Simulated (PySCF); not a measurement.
Gas-phase equilibrium of 1 mol H2S, 3.8 mol SO2 at 1400 K and 1.01 bar, among 21 species (S2O, SO2, O2, O, S2, S6, HO2, H2S2, H2O, H, H2O2, H2S, O3, SO, SH, H2, S8, S, SO3, H2SO4, OH). Only gases are allowed; each row takes one source of thermochemistry for all species, and Cantera finds the minimum.

Method: PySCF energies plus ideal-gas RRHO corrections (1 bar). † marks an energy on the PBE0/def2-TZVP geometry and frequencies; other levels use their own. MP2 and CCSD(T) freeze the core. Open shells (unrestricted) among the columns below: O (multiplicity 3, electronic degeneracy 9), S2 (multiplicity 3), SO (multiplicity 3), S (multiplicity 3, electronic degeneracy 9), OH (multiplicity 2, electronic degeneracy 4); the rest are closed-shell singlets. Spin-orbit splitting is ignored; it lowers the true energy and changes the entropy of O, S, OH. MP2 isn't extrapolated to the basis-set limit. CCSD(T) isn't extrapolated to the basis-set limit. The harmonic model lacks anharmonicity and excited electronic states, which grow with temperature; levels with a mode under 35 cm⁻¹ are left out. Warning, large T1 diagnostic: S2O, SO2 (CCSD(T)/def2-SVP†).

Molecules larger than those listed are left out.

With CCSD(T)/def2-SVP† thermochemistry: SO2 0.60, SO 0.074, H2O 0.19, S2 0.13, O 1.3e-7, H2S 0.00049, S2O 0.00041, OH 2.1e-5, S 0.00016, H2 0.00011.

Task: How far does the composition move with the other sources (HF/def2-TZVP†, MP2/def2-TZVPP†, PBE/def2-SVP, LDA/def2-TZVP†, ωB97M-V/def2-TZVP†)?

Result: 
```csv
thermochemistry,x SO2,x SO,x H2O,x S2,x O,x H2S,x S2O,x OH,x S,x H2
CCSD(T)/def2-SVP†,0.60,0.074,0.19,0.13,1.3e-7,0.00049,0.00041,2.1e-5,0.00016,0.00011
HF/def2-TZVP†,0.18,0.48,0.14,0.019,0.14,4.1e-5,4.0e-7,0.022,0.018,0.00011
MP2/def2-TZVPP†,0.66,0.0012,0.18,0.13,4.9e-12,0.012,0.0069,8.0e-8,6.2e-6,0.0052
PBE/def2-SVP,0.64,0.022,0.19,0.14,3.6e-11,0.0029,0.0048,8.5e-7,8.9e-7,0.0018
LDA/def2-TZVP†,0.67,0.00041,0.15,0.088,<1e-12,0.040,0.040,1.9e-9,1.1e-8,0.0077
ωB97M-V/def2-TZVP†,0.67,0.0036,0.17,0.13,3.8e-11,0.019,0.0026,6.3e-7,2.8e-6,0.0059
```
The most sensitive of these is O: it spans a factor of 10^11.1 over these rows; at this temperature one factor of ten is RT ln 10 = 27 kJ/mol.
